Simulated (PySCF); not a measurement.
Work out the structure from these simulated measurements.

Formula: C4H8F3PS.

* NMR, other nuclei: isotropic shieldings of nuclei other than C and H, by class: 247 (3 F), 304 (1 P), 712 (1 S) ppm [GIAO PBE0/pcSseg-1]
* Rotational structure: rotational constants A, B, C: 2.020, 0.680, 0.664 GHz [GFN2-xTB]
* 13C NMR: chemical shifts (computed TMS as zero) by class: 132.3 (1 C), 49.3 (1 C), 27.0 (2 C) ppm [GIAO PBE0/pcSseg-1]
* Dipole: 2.66 D [PBE0/pcSseg-1]
* 1H NMR: chemical shifts (computed TMS as zero) by class: 2.75 (2 H), 1.81 (6 H) ppm [GIAO PBE0/pcSseg-1]

Electronic properties: PySCF, gas phase, density fitting. Levels stand in brackets. Isolated species at its GFN2-xTB geometry (one conformer only). GFN2-xTB frequencies show an imaginary mode (27i cm⁻¹), so this geometry is no minimum at that level. Each NMR value is the plain mean over a class of atoms that symmetry, rotation or inversion makes alike.

Question: Give a SMILES that accounts for the data.

Answer: Numbering: `[CH3:1][P:2]([CH3:3])(=[S:4])[CH2:5][C:6]([F:7])([F:8])[F:9]`. 4 carbons fall into 3 classes; from least to most shielded: CF3 carbon [C6] (132.3 ppm), sp3 carbon bound to phosphorus [C5] (49.3 ppm), sp3 carbon bound to phosphorus [C1/C3] (27.0 ppm, 2 C). Hydrogen classes from least to most shielded: 2 H on an sp3 carbon bound to phosphorus, C5 (2.75 ppm), 6 H on 2 like atoms (sp3 carbon bound to phosphorus), C1/C3 (1.81 ppm). The other shieldings belong to: 247 ppm, fluorine of a CF3 group [F7/F8/F9]; 304 ppm, phosphorus bonded to 3 C and S [P2]; 712 ppm, sulfur bonded to P [S4]. The optimised geometry has point group Cs and is an asymmetric top. Structure: `CP(C)(=S)CC(F)(F)F`. Computed isomers that give other values at the same levels: `CC[P@](C)(=S)C(F)(F)F` (13C chemical shifts (computed TMS as zero) by class: 133.8 (1 C), 30.2 (1 C), 22.0 (1 C), 8.4 (1 C) ppm). The assignments are read from this structure; whether some other isomer fits the data as well wasn't checked.

Shape of the structure used: `[CH3:1][P:2]([CH3:3])(=[S:4])[CH2:5][C:6]([F:7])([F:8])[F:9]`: C1–P2–C5–C6 56°, P2–C5–C6–F7 180°.
